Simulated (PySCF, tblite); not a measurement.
Calculations on `F/C=C/[Se][SiH2]C[SiH3]`, in the order of a workflow; each names the level of the geometry that it ran on. Settings lines and outputs come from a driver script.

Species: C3H9FSeSi2.
SMILES with atom numbers: `[F:1]/[CH:2]=[CH:3]/[Se:4][SiH2:5][CH2:6][SiH3:7]` (hydrogens: H8 on C2; H9 on C3; H10, H11 on Si5; H12, H13 on C6; H14, H15, H16 on Si7)

Step 1: GFN2-xTB geometry optimisation, gas phase (tblite 0.8.0) (from a force-field or distance-geometry start)
```json
{"job": {"kind": "relax", "xc": "GFN2-xTB", "basis": "xTB"}, "charge": 0, "multiplicity": 1}
```
```
step      E/eV     max force
  0    -608.20407    2.030
  1    -608.27763    1.402
  2    -608.31117    0.528
...
150    -608.44726    0.010
151    -608.44728    0.013
152    -608.44729    0.010
153    -608.44731    0.012
154    -608.44733    0.010
```

Energy lowered by 5.6 kcal/mol over 154 steps; largest atomic force 0.010 eV/Å at the end. «max force» is the largest atomic force in eV/Å.

The run took 1.0 s wall on Intel Xeon 6975P-C, one thread, no GPU, shared host with 128 logical CPUs at a one-minute load of 58.

Step 2: GFN2-xTB harmonic vibrations, gas phase (tblite 0.8.0) (on the GFN2-xTB geometry)
```json
{"job": {"kind": "ir", "xc": "GFN2-xTB", "basis": "xTB"}, "charge": 0, "multiplicity": 1}
```
```
(table of modes left out)
```

42 modes from 10 to 3089 cm⁻¹ (unscaled, harmonic); zero-point energy 63.1 kcal/mol; all wavenumbers are real at this level.

On one thread of an Intel Xeon 6975P-C, no GPU (shared host), this took 1.1 s.

Step 3: TDDFT CAM-B3LYP/def2-SVPD, vertical, gas phase, core orbitals frozen in the response (PySCF 2.14.0, density-fitted response routines) (on the GFN2-xTB geometry)
```json
{"job": {"kind": "uv", "xc": "CAM-B3LYP", "basis": "def2-SVPD", "nstates": 8, "ntriplets": 3}, "charge": 0, "multiplicity": 1}
```
```
...
Static polarisability (au): isotropic 119.015, principal 102.328 115.644 139.073
Singlet excitations
state   eV       nm        f      main configurations
  1   4.8874    253.7   0.00149   H->L+1 0.74
  2   5.3370    232.3   0.02642   H->L 0.79, H->L+3 0.11
  3   5.5363    223.9   0.15147   H->L+2 0.86
  4   6.0980    203.3   0.02576   H->L+3 0.71, H->L 0.09
  5   6.3482    195.3   0.00513   H->L+4 0.55, H->L+6 0.23
  6   6.5891    188.2   0.00640   H->L+5 0.77
  7   6.8505    181.0   0.00196   H->L+7 0.60, H->L+9 0.17
  8   6.9048    179.6   0.01231   H->L+6 0.25, H->L+8 0.21, H-1->L+1 0.14
Triplet excitations (Tamm-Dancoff, eV): 3.8673 4.5272 4.9861
```

HOMO -7.58 eV, LUMO 0.71 eV; lowest singlet 4.89 eV; lowest triplet 3.87 eV (Tamm–Dancoff); mean polarisability 119.0 au.

Time: 54 s of wall time; peak memory 1.2 GiB. Hardware: an Intel Xeon 6975P-C with one thread, on a shared host.

Geometry of the electronic-property runs (GFN2-xTB):
```
atom  x, y, z in Å
F1     3.3590   -1.2484   -1.7481
C2     2.2237   -1.7639   -1.2436
C3     1.6629   -1.2566   -0.1592
Se4    0.0905   -1.9895    0.5910
Si5   -0.6187   -0.0793    1.6725
C6    -0.6684    1.3808    0.4613
Si7   -1.7417    1.1392   -1.1011
H8     1.8563   -2.6021   -1.8157
H9     2.1059   -0.4187    0.3589
H10   -1.9300   -0.4638    2.1855
H11    0.3352    0.1639    2.7619
H12    0.3493    1.6112    0.1430
H13   -1.0205    2.2587    1.0018
H14   -1.2188    0.0200   -1.8830
H15   -1.6703    2.3724   -1.8881
H16   -3.1219    0.8850   -0.6872
```

 (This holds for the electronic-property runs.)

One conformer stands for the species.
